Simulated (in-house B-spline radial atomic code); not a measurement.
F²⁺. Computed with a B-spline radial atomic code. Model: non-relativistic spherical atom: semilocal Troullier-Martins pseudo-atom, one channel per l, against all electrons, high spin, G0W0 and RPA with empty states to l = 8, local potential for every l without a channel, a model core (radius 0 = none) keeps its share of the functional.

What the tables leave out is listed at the end.

The pseudopotential gives back the lowest level of each angular momentum of its own functional in the configuration it was made in; a second state of the same l is only approximately right. Exact exchange, RPA and GW see the smooth pseudo-orbitals and miss the exchange with the core, for which the functional's share stands in. The column with an uncorrelated core keeps all orbitals and exact exchange, and so separates missing core correlation from pseudisation. Only the three outermost levels and the lowest empty one were computed. RPA here is direct RPA, with no exchange kernel, and its energies carry an (l + 1/2)⁻⁴ tail. A hybrid on a potential with a model core restores only its own semilocal share of the core's exchange.

Command:
```bash
python run_psgw.py task.json out
```
Settings (lengths in bohr, energies in hartree):
```
Z                      9
electrons              7
configuration          [He] 2s2 2p3
generated_in           [He] 2s2 2p5
functional             pbe,pbe
core_shells            1
radius_factor          0.8
core_correction        False
```

Run time, properties included: 16 s on 1 thread of Arm Neoverse N1, on a shared host.

Given: made with PBE; model core radius 0 bohr; local radius 0.643 bohr; mean-field start PBE.

Valence shells of the generating configuration: 2s, 2p.

Channel: s 0.608, p 0.844 (radii in bohr).

Computed: largest level miss in the spin-unpolarised generating configuration 0 eV; valence RPA correlation energy all-electron orbitals -0.24698 hartree; valence RPA correlation energy pseudo -0.25267 hartree; all-electron RPA polarisability, core included 1.0484 bohr³.

| level | occupied | mean-field all-electron (eV) | mean-field pseudo minus all (eV) | G0W0 all-electron (eV) | G0W0 uncorrelated core minus all (eV) | G0W0 pseudo minus all (eV) | exchange self-energy all-electron (eV) | exchange self-energy pseudo (eV) |
| --- | --- | --- | --- | --- | --- | --- | --- | --- |
| 2p up | 1 | -51.572 | -0.099 | -62.148 | 0.084 | 0.244 | -40.81 | -39.63 |
| 2s down | 1 | -63.196 | 0.318 | -72.732 | 0.065 | 0.203 | -29.174 | -26.095 |
| 2p down (empty) | 0 | -44.274 | 0.901 | -35.327 | 0.088 | 0.266 | -6.8866 | -5.7065 |

What is the pseudo-atom RPA polarisability?

1.0468 bohr³.

Given: mean-field start PBE0.

Computed: valence RPA correlation energy all-electron orbitals -0.23132 hartree; all-electron RPA polarisability, core included 0.94101 bohr³; pseudo-atom RPA polarisability 0.94337 bohr³.

```json
{"level": "2p up", "occupied": "1", "mean-field all-electron (eV)": "-54.824", "mean-field pseudo minus all (eV)": "-0.028", "G0W0 all-electron (eV)": "-62.54", "G0W0 uncorrelated core minus all (eV)": "0.083", "G0W0 pseudo minus all (eV)": "0.237", "exchange self-energy all-electron (eV)": "-40.862", "exchange self-energy pseudo (eV)": "-39.656"}
{"level": "2s down", "occupied": "1", "mean-field all-electron (eV)": "-65.552", "mean-field pseudo minus all (eV)": "0.303", "G0W0 all-electron (eV)": "-72.7", "G0W0 uncorrelated core minus all (eV)": "0.066", "G0W0 pseudo minus all (eV)": "0.19", "exchange self-energy all-electron (eV)": "-29.094", "exchange self-energy pseudo (eV)": "-26.1"}
{"level": "2p down (empty)", "occupied": "0", "mean-field all-electron (eV)": "-41.346", "mean-field pseudo minus all (eV)": "0.612", "G0W0 all-electron (eV)": "-35.055", "G0W0 uncorrelated core minus all (eV)": "0.083", "G0W0 pseudo minus all (eV)": "0.256", "exchange self-energy all-electron (eV)": "-6.7338", "exchange self-energy pseudo (eV)": "-5.6378"}
```

What is the valence RPA correlation energy pseudo?

-0.23673 hartree.

Given: mean-field start Hartree-Fock.

Computed: valence RPA correlation energy all-electron orbitals -0.19736 hartree; valence RPA correlation energy pseudo -0.2016 hartree; pseudo-atom RPA polarisability 0.74791 bohr³.

| level | occupied | mean-field all-electron (eV) | mean-field pseudo minus all (eV) | G0W0 all-electron (eV) | G0W0 uncorrelated core minus all (eV) | G0W0 pseudo minus all (eV) | exchange self-energy all-electron (eV) | exchange self-energy pseudo (eV) |
| --- | --- | --- | --- | --- | --- | --- | --- | --- |
| 2p up | 1 | -63.89 | 0.129 | -63.22 | 0.08 | 0.227 | -40.994 | -39.755 |
| 2s down | ? | ? | ? | ? | ? | ? | ? | ? |
| 2s up | 1 | -88.093 | -1.065 | -84.013 | 0.03 | -0.518 | -47.416 | -45.782 |
| 2p down (empty) | 0 | -31.479 | 0.095 | -34.306 | 0.066 | 0.213 | -6.1063 | -5.2675 |

What belongs in the row 2s down?

occupied: 1; mean-field all-electron (eV): -70.713; mean-field pseudo minus all (eV): 0.327; G0W0 all-electron (eV): -72.435; G0W0 uncorrelated core minus all (eV): 0.067; G0W0 pseudo minus all (eV): 0.212; exchange self-energy all-electron (eV): -28.637; exchange self-energy pseudo (eV): -25.888.

What is the all-electron RPA polarisability, core included?

0.74216 bohr³.

Among the listed levels the largest G0W0 shift of the pseudo-atom is -0.52 eV, for 2s up on the Hartree-Fock start, while leaving the core uncorrelated moves that level by +0.03 eV. So pseudisation and the lost core exchange, not the missing core correlation, make the error. Not in the tables (levels of low weight, unsolved or above zero; the highest and the empty levels are kept at any weight): on PBE the G0W0 levels 2s up (pseudo minus all -0.53 eV, weights 0.20 and 0.18); on PBE0 the G0W0 levels 2s up (pseudo minus all -0.22 eV, weights 0.40 and 0.40).
